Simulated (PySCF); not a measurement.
Gas-phase reaction: WOF₄ + F₂O ⇌ WF₆ + 2 O

Method: PySCF energies plus ideal-gas RRHO corrections (1 bar). † marks an energy on the PBE0/def2-TZVP geometry and frequencies; other levels use their own. CCSD(T) freezes the core. Open shells (unrestricted): O (multiplicity 3, electronic degeneracy 9); the rest are closed-shell singlets. Spin-orbit splitting is ignored; it lowers the true energy and changes the entropy of O. W: scalar-relativistic def2 core potential, no spin-orbit coupling. CCSD(T) isn't extrapolated to the basis-set limit. The harmonic model lacks anharmonicity and excited electronic states, which grow with temperature; levels with a mode under 35 cm⁻¹ are left out. Soft modes under 120 cm⁻¹ make the harmonic entropy rough for WOF₄. Warning, large T1 diagnostic: WF₆, WOF₄ (CCSD(T)/def2-SVP†).

```csv
level,"ΔE electronic, kJ","ΔH°(298 K), kJ","ΔS°(298 K), J/K","ΔG°(800 K), kJ"
CCSD(T)/def2-SVP†,63,58,89,-19
PBE/def2-TZVP†,241,235,89,159
PBE0/def2-TZVP,130,125,89,48
LDA/def2-TZVP†,364,359,89,282
ωB97M-V/def2-TZVP†,132,126,89,50
ωB97X-V/def2-TZVP†,136,130,89,54
```
ΔH° is lowest at CCSD(T)/def2-SVP† and highest at LDA/def2-TZVP†. No reference value is set beside these.
